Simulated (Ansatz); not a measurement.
H₅Si₂ (SMILES [SiH2][SiH3]), doublet, at the geometry of the source list; Ansatz (an electronic-structure program) with CAM-B3LYP/pcseg-1.

Here is a job for Ansatz.
Ansatz 0.2 input:
```yaml
crystal:
  periodic: [false, false, false]
  atoms:
    - {symbol: Si, position_ang: [1.29670000, -0.12590000, 0.26840000]}
    - {symbol: Si, position_ang: [-0.95230000, 0.08030000, 0.01870000]}
    - {symbol: H, position_ang: [2.18680000, 0.95230000, -0.18370000]}
    - {symbol: H, position_ang: [1.98600000, -1.37060000, -0.07560000]}
    - {symbol: H, position_ang: [-1.63230000, -0.34810000, 1.25010000]}
    - {symbol: H, position_ang: [-1.29840000, 1.48740000, -0.20760000]}
    - {symbol: H, position_ang: [-1.58660000, -0.67540000, -1.07020000]}
basis:
  gaussian:
    orbitals: pcseg-1.json
hamiltonian:
  xc: cam_b3lyp
magnetization: {spin_polarized: true, initial_magnetization: 1}
```
The basis file holds pcseg-1 in the JSON format of the Basis Set Exchange.

The log (banner, timings and long lists left out):

```
Functional definition: CAM-B3LYP
595 factors; integrals over basis functions are off by at most 1.3e-3 eV
210 factors; integrals over basis functions are off by at most 1.8e-5 eV
mean field evaluation 1: about -15834.1276 eV, gradient 5.3e0 eV
mean field evaluation 2: about -15834.3965 eV, gradient 1.3e0 eV
mean field evaluation 4: about -15834.4687 eV, gradient 4.8e-1 eV
mean field evaluation 8: about -15834.4720 eV, gradient 1.4e-2 eV
mean field evaluation 16: about -15834.4720 eV, gradient 8.7e-5 eV
mean field -15834.47200535 eV, -581.9061132061 hartree, gradient 8.7e-5 eV, S^2 0.752863; 0 other end points of the search recorded, 0 dependent functions left out
reference -15834.47213075 eV, -581.9061178145 hartree; 17, 16 occupied and 44, 45 virtual orbitals, 595 factors
Total energy: -15834.47213075 eV, -581.9061178145 hartree
```
